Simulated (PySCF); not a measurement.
Compound: C₅H₆O₂.
SMILES with atom numbers: `[CH2:1]=[CH:2][O:3][C:4](=[O:5])[CH:6]=[CH2:7]` (hydrogens: H8, H9 on C1; H10 on C2; H11 on C6; H12, H13 on C7)

The same species was optimised twice, with GFN2-xTB and with PBE0-D3(BJ)/def2-SVP (PySCF), and the same property calculations (PySCF, gas phase) were run on both structures.

```json
{"coordinate": "C1=C2 (Å)", "GFN2-xTB": "1.320", "PBE0-D3(BJ)/def2-SVP": "1.329", "change": "+0.009"}
{"coordinate": "C6=C7 (Å)", "GFN2-xTB": "1.325", "PBE0-D3(BJ)/def2-SVP": "1.335", "change": "+0.010"}
{"coordinate": "C2–O3 (Å)", "GFN2-xTB": "1.372", "PBE0-D3(BJ)/def2-SVP": "1.367", "change": "-0.005"}
{"coordinate": "O3–C4 (Å)", "GFN2-xTB": "1.352", "PBE0-D3(BJ)/def2-SVP": "1.356", "change": "+0.004"}
{"coordinate": "C4=O5 (Å)", "GFN2-xTB": "1.204", "PBE0-D3(BJ)/def2-SVP": "1.202", "change": "-0.002"}
{"coordinate": "C4–C6 (Å)", "GFN2-xTB": "1.476", "PBE0-D3(BJ)/def2-SVP": "1.478", "change": "+0.002"}
{"coordinate": "C4–C6–C7 (°)", "GFN2-xTB": "121.2", "PBE0-D3(BJ)/def2-SVP": "120.3", "change": "-0.9"}
{"coordinate": "C1–C2–O3 (°)", "GFN2-xTB": "121.1", "PBE0-D3(BJ)/def2-SVP": "120.5", "change": "-0.6"}
{"coordinate": "O3–C4–O5 (°)", "GFN2-xTB": "124.0", "PBE0-D3(BJ)/def2-SVP": "123.7", "change": "-0.3"}
{"coordinate": "C2–O3–C4 (°)", "GFN2-xTB": "118.6", "PBE0-D3(BJ)/def2-SVP": "118.4", "change": "-0.2"}
{"coordinate": "O5–C4–C6 (°)", "GFN2-xTB": "126.0", "PBE0-D3(BJ)/def2-SVP": "126.1", "change": "+0.1"}
{"coordinate": "O3–C4–C6 (°)", "GFN2-xTB": "110.1", "PBE0-D3(BJ)/def2-SVP": "110.2", "change": "+0.1"}
{"coordinate": "C1–C2–O3–C4 (°)", "GFN2-xTB": "180", "PBE0-D3(BJ)/def2-SVP": "179", "change": "-1"}
{"coordinate": "C2–O3–C4–O5 (°)", "GFN2-xTB": "0", "PBE0-D3(BJ)/def2-SVP": "1", "change": "+1"}
{"coordinate": "O3–C4–C6–C7 (°)", "GFN2-xTB": "180", "PBE0-D3(BJ)/def2-SVP": "180", "change": "0"}
```

Rotational constants: A = 9284, B = 1441, C = 1247 MHz (GFN2-xTB) against A = 9271, B = 1439, C = 1246 MHz (PBE0-D3(BJ)/def2-SVP). Point groups within 0.08 Å: Cs and Cs.

On the GFN2-xTB structure: HOMO (eV) -7.45 [PBE0/pcSseg-1]; LUMO (eV) -1.70 [PBE0/pcSseg-1]; dipole (D) 1.63 [PBE0/pcSseg-1]; GIAO shielding of C1 (ppm) 84.5 [PBE0/pcSseg-1]; GIAO shielding of C2 (ppm) 37.5 [PBE0/pcSseg-1]; GIAO shielding of O3 (ppm) 71.8 [PBE0/pcSseg-1]; GIAO shielding of C4 (ppm) 18.8 [PBE0/pcSseg-1]; GIAO shielding of O5 (ppm) -64.7 [PBE0/pcSseg-1]; GIAO shielding of C6 (ppm) 51.1 [PBE0/pcSseg-1]; GIAO shielding of C7 (ppm) 43.9 [PBE0/pcSseg-1].

Task: What do these properties become on the PBE0-D3(BJ)/def2-SVP structure?

Result: 
```
                                    property          level  on GFN2-xTB  on PBE0-D3(BJ)/def2-SVP  change
                                   HOMO (eV)  PBE0/pcSseg-1        -7.45                    -7.37   +0.08
                                   LUMO (eV)  PBE0/pcSseg-1        -1.70                    -1.73   -0.03
                                  dipole (D)  PBE0/pcSseg-1         1.63                     1.62   -0.01
energy, GFN2-xTB geometry as zero (kcal/mol)  PBE0/pcSseg-1          0.0                     -0.3    -0.3
                  GIAO shielding of C1 (ppm)  PBE0/pcSseg-1         84.5                     82.3    -2.2
                  GIAO shielding of C2 (ppm)  PBE0/pcSseg-1         37.5                     36.3    -1.2
                  GIAO shielding of O3 (ppm)  PBE0/pcSseg-1         71.8                     70.3    -1.5
                  GIAO shielding of C4 (ppm)  PBE0/pcSseg-1         18.8                     19.3    +0.5
                  GIAO shielding of O5 (ppm)  PBE0/pcSseg-1        -64.7                    -61.5    +3.2
                  GIAO shielding of C6 (ppm)  PBE0/pcSseg-1         51.1                     49.2    -1.9
                  GIAO shielding of C7 (ppm)  PBE0/pcSseg-1         43.9                     40.2    -3.7
```

The heavy atoms differ by 0.008 Å rms after alignment. Among bonds between heavy atoms C1=C2 and C6=C7 change most and about equally (+0.009 to +0.010 Å). Changes are differences of the printed values. Neither structure is proved a minimum here.

Shape of the structure used: `[CH2:1]=[CH:2][O:3][C:4](=[O:5])[CH:6]=[CH2:7]`: C1–C2–O3–C4 179°, C2–O3–C4–O5 1°, O3–C4–C6–C7 180°.
